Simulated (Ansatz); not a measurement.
Input file for Ansatz (a quantum-chemistry and plane-wave program): R-B3LYP/def2-TZVPP on hydrogen telluride (SMILES [TeH2]), atoms moved off the minimum. Elements past Kr take the def2 small-core potentials; no spin–orbit coupling.

Ansatz 0.2 input:
```yaml
crystal:
  periodic: [false, false, false]
  atoms:
    - {symbol: Te, position_ang: [-0.01697851, 0.07119719, -0.00632589]}
    - {symbol: H, position_ang: [-1.17665156, -1.09084096, -0.06740356]}
    - {symbol: H, position_ang: [1.17694622, -1.09295901, 0.01729812]}
basis:
  gaussian:
    orbitals: def2-TZVPP
hamiltonian:
  xc: {name: B3LYP}
scf: {lower_state_search: off}
output: {forces: true}
```

Task: Give the final energy of this run.

Result: -269.3061 hartree.
